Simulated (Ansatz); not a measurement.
Molecule: CsBr, net charge 0, singlet state. 
Coordinates optimised at B3LYP-D3(BJ)/def2-TZVP (Ansatz, a program for electronic structure):
```
Cs
Br 1 3.1374
```

Total electronic energies in hartree. Cores are frozen in the correlated levels unless marked. No spin-orbit coupling. Frozen are the shells of the preceding noble gas and the d and f shells that filled before the atom's block. The outer core of K, Ca and their heavier congeners is not correlated, a term that matters for these elements. Past Kr the def2 sets carry scalar-relativistic core potentials. CBS(X,Y): correlation extrapolated as X^-3; Hartree-Fock from the larger set.

| level | program | energy (Eh) |
|---|---|---|
| BLYP-D4/def2-TZVPD | Ansatz + dftd4 | -2594.39148 |
| r2SCAN-D3(BJ)/def2-TZVPD | Ansatz + dftd3 | -2594.39638 |
| LC-wPBE-D4/def2-TZVPD | Ansatz + dftd4 | -2594.07131 |
| B2GP-PLYP-D3(BJ)/def2-TZVPD | Ansatz + dftd3 | -2593.70367 |
| B2GP-PLYP/def2-TZVPD | Ansatz | -2593.69884 |
| RI-MP2/def2-TZVPP | Ansatz | -2592.53726 |
| CCSD/def2-TZVPP | Ansatz | -2592.55195 |
| CCSD/def2-TZVPPD | Ansatz | -2592.55372 |
| CCSD(T)/CBS(def2-TZVPPD,def2-QZVPPD) | Ansatz | -2592.6463 |

Totals of different functionals don't rank their quality; only differences between species are comparable.
